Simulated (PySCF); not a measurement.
**Calculated NMR parameters of CC(=O)O[C@@]([SiH3])(C#N)C=O**

```
Formula                               : C5H7NO3Si
SMILES                                : CC(=O)O[C@@]([SiH3])(C#N)C=O
Point group of the computed structure : C1
Degrees of unsaturation               : 4
Carbon signals                        : 5
Proton signals                        : 3
```

Atom-mapped SMILES (the numbers label the heavy atoms): `[CH3:1][C:2](=[O:3])[O:4][C@@:5]([SiH3:6])([C:7]#[N:8])[CH:9]=[O:10]`. Hydrogens are named by the atom that carries them.

Rapidly exchanging positions averaged, isolated molecule, non-relativistic, single conformer. PBE0/pcSseg-1 with gauge-including orbitals; coordinates at the GFN2-xTB level; PySCF.

Shifts are taken against calculated references (same method and geometry level): TMS for ¹H and ¹³C and ²⁹Si; ¹⁵N against NH3; H2O for ¹⁷O.

```tsv
carbon	δC, type	δH (multiplicity)	HMBC from (2–3 bonds)	span of the C tensor (ppm)
C1	22.4, CH3	2.45 (s)	–	47
C2	184.2, C	–	H(C1)	160
C5	77.9, C	–	H(C9), H(Si6)	74
C7	118.2, C	–	H(C9), H(Si6)	341
C9	192.1, CH	9.57 (s)	H(Si6)	194
```

Other nuclei:
| atoms | nucleus | environment | δ (ppm) | σ (ppm) |
| --- | --- | --- | --- | --- |
| H(Si6) | ¹H | hydrogen on a silicon bonded to C | 4.63 | 27.08 |
| Si6 | ²⁹Si | silicon bonded to C, 3 H | -71.9 | 421.0 |
| N8 | ¹⁵N | nitrile nitrogen | 326.0 | -58.3 |
| O10 | ¹⁷O | aldehyde oxygen | 646.1 | -310.0 |
| O3 | ¹⁷O | ester carbonyl oxygen | 413.0 | -77.0 |
| O4 | ¹⁷O | ester alkoxy oxygen | 214.9 | 121.2 |

Carbon types of the structure: 3 × C, 1 × CH, 1 × CH3, leaving 3 H on heteroatoms. δC 192.1: aldehyde carbonyl carbon; the double bond to the heteroatom, with no lone-pair donor beside it, deshields it most. δC 184.2: ester carbonyl carbon; lone-pair donation from the attached heteroatom keeps it upfield of a ketone carbonyl. δC 118.2: nitrile carbon; C≡N carbons fall here, among the sp2 signals but without a proton. δC 77.9: fully substituted sp3 carbon bonded to O and Si, α to a carbonyl; deshielded by the electronegative neighbour. δH 9.57: hydrogen on an aldehyde carbonyl carbon; deshielded by the polar, anisotropic C=O bond.

Shifts are as computed. Against solution values, carbons near 30 ppm lie about +3 ppm off and those near 130 ppm about +5 ppm. Of 1309 compounds with measured shifts, 239 miss one by over three times the rms of a fit or turn the order of signals round; such compounds aren't used in these exercises. Unscaled 17O shifts of doubly bonded oxygen tend to come out too high, by tens of ppm or more. Experimental scales use liquid or dissolved standards, which lie at an offset from isolated NH3 (liquid NH3: subtract about 20 ppm) and H2O (liquid H2O: subtract about 36 ppm). Unscaled 15N shifts of sp2 nitrogen come out 20 to 40 ppm too high even then. No couplings were computed; multiplicities are counted from neighbouring protons, with m where these are inequivalent, close in shift, in a saturated or five-membered ring or joined by F or P, and br s for small geminal =CH2 splittings.
